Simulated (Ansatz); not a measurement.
`CC1=CC(C(F)(F)F)=[O+][Ti-]([F])([F])([F])[O]1` + `[CH3][Ga]([CH3])[OH]` → `CC1=CC(C(F)(F)F)=[O+][Ga-]([CH3])([CH3])[O]1` + `[OH][Ti]([F])([F])[F]`  (substitution at a C–O bond)

Calculated with Ansatz (gas phase, PBE0-D4/def2-TZVP geometries, no zero-point term in ΔE). CCSD(T)/CBS is the MP2 limit (def2-TZVPP, def2-QZVPP) plus CCSD(T) − MP2 in def2-TZVPP, frozen cores. DFT in def2-TZVPP. For Ga, Ti outer-core shells are correlated without core-valence functions, which leaves a few kJ/mol of doubt a bond. Scalar relativity is left out up to krypton. One conformer a species, not always the lowest.

`CC1=CC(C(F)(F)F)=[O+][Ti-]([F])([F])([F])[O]1`:

```xyz
18

C    -0.633   -1.455    2.271
C    -0.199   -0.572    1.152
C    -0.592   -0.846   -0.179
C    -0.191   -0.015   -1.187
C    -0.609   -0.293   -2.633
F    -1.315    0.729   -3.108
F     0.468   -0.453   -3.397
F    -1.354   -1.394   -2.732
O     0.531    1.031   -1.078
Ti    1.391    1.955    0.412
F     2.922    1.411    1.058
F     1.984    3.109   -0.773
F     0.496    3.050    1.440
O     0.514    0.416    1.442
H    -1.163   -2.339    1.920
H    -1.284   -0.881    2.935
H     0.241   -1.748    2.855
H    -1.205   -1.705   -0.399
```

`[CH3][Ga]([CH3])[OH]`:

Z-matrix (Å, degrees):
```
C
Ga 1 1.957
H 1 1.093 2 110.7
H 1 1.090 2 110.3 3 -120.4
H 1 1.093 2 110.9 3 119.0
C 2 1.967 1 129.2 3 -60.2
O 2 1.800 1 112.8 3 119.6
H 6 1.091 2 112.0 1 -175.4
H 6 1.093 2 110.1 1 64.0
H 6 1.093 2 110.5 1 -54.2
H 7 0.959 2 114.3 1 -180.0
```

`CC1=CC(C(F)(F)F)=[O+][Ga-]([CH3])([CH3])[O]1`:

```xyz
23

C    -1.010    1.385    2.593
C    -0.513    0.652    1.389
C    -0.143   -0.701    1.510
C     0.327   -1.456    0.453
C     0.703   -2.925    0.701
F    -0.037   -3.722   -0.069
F     0.520   -3.299    1.969
F     1.984   -3.127    0.397
O     0.506   -1.109   -0.745
Ga    0.134    0.694   -1.456
C     1.874    1.533   -1.783
C    -1.484    0.537   -2.551
O    -0.459    1.319    0.321
H    -0.367    2.251    2.770
H    -1.035    0.759    3.483
H    -2.012    1.768    2.385
H    -0.232   -1.172    2.477
H     1.764    2.605   -1.960
H     2.360    1.098   -2.658
H     2.533    1.395   -0.923
H    -2.254   -0.024   -2.018
H    -1.273    0.018   -3.488
H    -1.887    1.522   -2.796
```

`[OH][Ti]([F])([F])[F]`:

Z-matrix (Å, degrees):
```
Ti
F 1 1.749
F 1 1.750 2 110.1
O 1 1.762 2 109.1 3 120.6
F 1 1.750 2 110.1 3 -118.8
H 4 0.957 1 142.9 2 179.3
```

| species | r2SCANh energy (Eh) |
| --- | --- |
| `CC1=CC(C(F)(F)F)=[O+][Ti-]([F])([F])([F])[O]1` | -1792.12929 |
| `[CH3][Ga]([CH3])[OH]` | -2080.49512 |
| `CC1=CC(C(F)(F)F)=[O+][Ga-]([CH3])([CH3])[O]1` | -2647.57691 |
| `[OH][Ti]([F])([F])[F]` | -1225.06958 |

Problem. Work out ΔE.

Solution. ΔE = (-2647.57691) + (-1225.06958) − (-1792.12929) − (-2080.49512) = -0.02208 Eh = -58.0 kJ/mol. CCSD(T)/CBS gives -47.1 kJ/mol.

Largest T1 diagnostic among the species: 0.023, so the coupled-cluster value is less sure than usual.

Leaving LDA and LC-ωPBE aside and taking each functional with its dispersion term where it has one, the values, not all of them listed here, spread over 10.8 kJ/mol, from PBE-QIDH to B97M-V. LDA lies +3.0 kJ/mol from PBE without D4. From r2SCAN to r2SCAN0 (25 % exact exchange), in def2-TZVPP and without D4, ΔE moves by −3.8 kJ/mol. At CCSD(T), def2-SVP lies −16.0 kJ/mol from the extrapolated value and def2-TZVPP −11.9 kJ/mol.
